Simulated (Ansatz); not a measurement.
All numbers were calculated with Ansatz.

A structure relaxed at PBE0-D4/def2-TZVP, charge 0, multiplicity 1:

```xyz
11

C    -1.2171    0.8271   -0.7935
Si   -0.8742   -0.7926    0.0649
S     1.0726   -1.5578   -0.4085
Ga    2.3069   -0.1340    0.7251
H    -1.0978    0.7225   -1.8739
H    -2.2391    1.1573   -0.5879
H    -0.5323    1.6032   -0.4441
H    -1.0098   -0.6298    1.5370
H    -1.8327   -1.8347   -0.3873
H     3.8483   -0.3539    0.6421
H     1.5751    0.9927    1.5260
```

Q: Give its formula and SMILES.

A: CH7GaSSi, `C[SiH2][S][GaH2]`.

Q: Summarise the bond lengths by kind.

A: 1 × C–Si 1.865 Å; 3 × C–H 1.092 to 1.093 Å; 1 × S–Si 2.145 Å; 2 × H–Si 1.486 to 1.487 Å; 1 × Ga–S 2.199 Å; 2 × Ga–H 1.559 to 1.564 Å.
